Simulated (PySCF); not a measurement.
# SMILES [NH+]1=CN=C(F)C=C1, [C4H4FN2]+, charge +1

Molfile (atoms numbered from 1):
```
C4H4FN2
     RDKit          3D

 11 11  0  0  0  0  0  0  0  0999 V2000
    2.5689   -0.8975   -0.0232 F   0  0  0  0  0  0  0  0  0  0  0  0
    1.3272   -0.5328   -0.0180 C   0  0  0  0  0  0  0  0  0  0  0  0
    0.9802    0.8274    0.0638 C   0  0  0  0  0  0  0  0  0  0  0  0
   -0.3659    1.1098    0.0625 C   0  0  0  0  0  0  0  0  0  0  0  0
   -1.2555    0.1029   -0.0131 N   0  0  0  0  0  0  0  0  0  0  0  0
   -0.8377   -1.1732   -0.0888 C   0  0  0  0  0  0  0  0  0  0  0  0
    0.4187   -1.4948   -0.0923 N   0  0  0  0  0  0  0  0  0  0  0  0
    1.7349    1.5972    0.1240 H   0  0  0  0  0  0  0  0  0  0  0  0
   -0.7426    2.1224    0.1205 H   0  0  0  0  0  0  0  0  0  0  0  0
   -2.2540    0.3116   -0.0125 H   0  0  0  0  0  0  0  0  0  0  0  0
   -1.5688   -1.9703   -0.1491 H   0  0  0  0  0  0  0  0  0  0  0  0
  1  2  1  0
  2  3  1  0
  3  4  2  0
  4  5  1  0
  5  6  2  0
  6  7  1  0
  7  2  2  0
  3  8  1  0
  4  9  1  0
  5 10  1  0
  6 11  1  0
M  CHG  1   5   1
M  END
```

Computed with GIAO B3LYP/pcSseg-1 magnetisability, rotational g tensor and spin-rotation constants, non-relativistic, gas phase (PySCF 2.14.0). Geometry: GFN2-xTB.

For an ion the centre-of-mass motion in the field is neglected.

Task: Give the nuclear spin-rotation constants along the inertial axes (H = +C I·J) beside the isotropic shieldings.

Result: Rotational constants 6.0649, 2.6785, 1.8579 GHz. A star marks the isotopologue with that one atom substituted, in its own axes.
| atom | isotope | Caa (kHz) | Cbb (kHz) | Ccc (kHz) | mean (kHz) | σ (ppm) |
| --- | --- | --- | --- | --- | --- | --- |
| F1 | 19F | 11.861 | 6.561 | 1.486 | 6.636 | 164.9 |
| N5 | 14N | 1.121 | 0.322 | 0.072 | 0.505 | 60.0 |
| N7 | 14N | 1.650 | 0.545 | 0.050 | 0.748 | -58.2 |
| H8 | 1H | -0.466 | 0.124 | -0.235 | -0.192 | 23.8 |
| H9 | 1H | -0.330 | 0.073 | -0.223 | -0.160 | 22.9 |
| H10 | 1H | 0.600 | -0.335 | -0.238 | 0.009 | 21.4 |
| H11 | 1H | -0.472 | 0.134 | -0.200 | -0.179 | 22.4 |
| C2 | 13C* | 3.432 | 1.048 | 0.441 | 1.640 | -5.2 |
| C3 | 13C* | 2.154 | 1.158 | 0.214 | 1.175 | 59.5 |
| C4 | 13C* | 2.379 | 1.435 | 0.248 | 1.354 | 23.0 |
| C6 | 13C* | 2.476 | 1.294 | 0.322 | 1.364 | 22.1 |

For the geometry as given, no vibrational averaging.

Task: How do the rotational constants and the g tensor change when H8, H9, H10, H11 are replaced by deuterium?

Result: Constants 5.2168, 2.4953, 1.6879 GHz; g -0.0649, -0.0205, 0.0301, against -0.0749, -0.0214, 0.0337 before.
